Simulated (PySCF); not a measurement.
Ionisation energy of Se+ by level of theory

Se+ [Ar] 3d10 4s2 4p3 [4p1/2^2 4p3/2^1, M_J = 3/2] → Se(2+) [Ar] 3d10 4s2 4p2 [4p1/2^2, M_J = 0], as a difference of total energies. All numbers are calculated (PySCF 2.14, the two-component X2C-1e Hamiltonian, in x2c-TZVPPall-2c with one added diffuse shell each of s, p, d type (7s8p5d1f, 63 functions)). Correlated levels: [Ar] frozen; the 6 highest virtual spinors dropped. "Screened" scales the spin-orbit matrix elements by Boettger's factors to mimic the two-electron term; Breit and QED terms are absent.

| method | ionisation energy (eV) |
| --- | --- |
| GHF (screened spin-orbit) | 20.740 |
| GMP2 (screened spin-orbit) | 21.291 |
| GCCSD (screened spin-orbit) | 21.186 |
| GCCSD(T) (screened spin-orbit) | 21.187 |

How much does correlation contribute at GCCSD(T) (screened spin-orbit)?

21.187 − (20.740) = 0.447 eV, measured against GHF (screened spin-orbit).

Errors of the correlated levels include the incompleteness of this basis and the frozen core.

The labels give the starting determinants; with spin-orbit coupling the two ends relaxed to ⟨J²⟩ = 3.75, ⟨L²⟩ = 0.01, ⟨S²⟩ = 3.74 and ⟨J²⟩ = 1.53, ⟨L²⟩ = 2.00, ⟨S²⟩ = 1.97.

The coupled-cluster amplitudes are large for Se(2+) (T1 above 0.03 or a double amplitude above 0.15), so a single reference is strained.

The determinant of Se(2+) mixes levels of different J (the jj label is only the starting occupation), so the difference between spin-free and spin-orbit rows is not the physical spin-orbit shift.

For comparison: 21.196 ± 0.01 eV (measured; NIST Atomic Spectra Database, ionization energies).
